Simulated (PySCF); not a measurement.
Ligands exchanged one at a time, Ga CH3-H. Gas-phase values, no solvent. Strings in code marks are SMILES.

These are PBE-D3(BJ)/def2-TZVP // B3LYP-D3(BJ)/def2-TZVP run with PySCF values and carry that method's errors. All candidates: neutral, multiplicity 1. Excitations are Tamm–Dancoff values on a coarser integration grid. The basis has no diffuse functions, so Rydberg states are missing or too high.

```json
{
 "S1 excitation (TDA)": "4.94 eV",
 "LUMO": "-1.35 eV",
 "T1 excitation (TDA)": "4.65 eV"
}
```

### Question
Name which member has these values.
A) `[CH3][Ga]([CH3])[CH3]`
B) `[CH3][GaH][CH3]`
C) `[CH3][GaH2]`

### Answer
A, `[CH3][Ga]([CH3])[CH3]`. The others give `[CH3][GaH][CH3]`: 4.77 eV, -1.77 eV, 4.47 eV; `[CH3][GaH2]`: 4.70 eV, -2.21 eV, 4.36 eV
